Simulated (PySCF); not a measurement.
**Static response to an electric field**

C4H8ClFSi2.
Cartesian coordinates in Å at the GFN2-xTB level; atoms count from 1:
```xyz
16
C4H8ClFSi2 angstrom
C     -3.276   -1.218    0.431
C     -1.945   -0.783    0.083
C     -0.830   -0.435   -0.219
Si     0.857    0.169   -0.654
F      1.037   -0.200   -2.234
Si     1.334    2.395   -0.278
C      2.114   -1.029    0.165
Cl     2.399   -0.558    1.865
H     -3.924   -0.353    0.573
H     -3.250   -1.798    1.353
H     -3.682   -1.839   -0.367
H      0.562    2.902    0.859
H      0.989    3.210   -1.447
H      2.756    2.608    0.006
H      1.770   -2.061    0.182
H      3.083   -1.001   -0.331
```

Level: CAM-B3LYP/def2-SVPD (PySCF), static field, nuclei fixed, core orbitals frozen in the response. The polarisability tensor in these axes (au):

```
x   133.58  14.18  -0.94
y    14.18 112.01  -4.76
z    -0.94  -4.76 100.20
```

Problem. Give the principal values, the mean and the anisotropy Δα = √{½[(α1 − α2)² + (α2 − α3)² + (α1 − α3)²]}.

Solution. Principal values 97.90, 107.06 and 140.82 au; mean 115.26 au = 17.08 Å³ = 19.00 × 10⁻⁴⁰ C²·m²/J; Δα = 39.15 au (34 % of the mean).

Problem. What is the dipole moment, and where does it point?

Solution. (-1.99, -0.33, 0.38) D, 2.05 D in size, pointing from the negative to the positive side. Measured along this direction, the outermost atoms are H14 at the negative end and H9 at the positive end.

Problem. Rayleigh depolarisation ratio (linearly polarised light, static tensor)?

Solution. ρ = 3Δα²/(45ᾱ² + 4Δα²) = 4599.2/(597840 + 6132.3) = 0.00761.

Problem. Orientational against electronic polarisability at 273 K (dilute gas, rigid molecules)?

Solution. In Gaussian units μ²/3kT = 37.25 Å³ against 17.08 Å³, a ratio of 2.18; the Debye molar polarisation (4π/3)N_A(α + μ²/3kT) is 137.0 cm³/mol, leaving out the vibrational part.

Problem. Estimate the molar refractivity from the static electronic polarisability.

Solution. Lorentz–Lorenz: R = (4π/3)N_A α = 2.5225 cm³/(mol·Å³) × 17.08 Å³ = 43.1 cm³/mol, in the limit of long wavelengths.

One conformer (not necessarily the lowest) at the GFN2-xTB geometry, without solvent, vibrations or thermal averaging.
